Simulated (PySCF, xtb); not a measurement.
isocyanic acid (CHNO), SMILES N=C=O.

GFN2-xTB in xtb at its own geometry gives an orbital gap of 6.52 eV and a dipole moment of 2.55 D.

The structure is a stationary point at ωB97X-D3(BJ)/def2-TZVP.

What does PySCF with PBE/def2-TZVPD give? (The exact figures need the calculation; the answer reports its results.)

gap 6.42 eV (levels -7.43 and -1.01 eV), dipole 1.99 D.
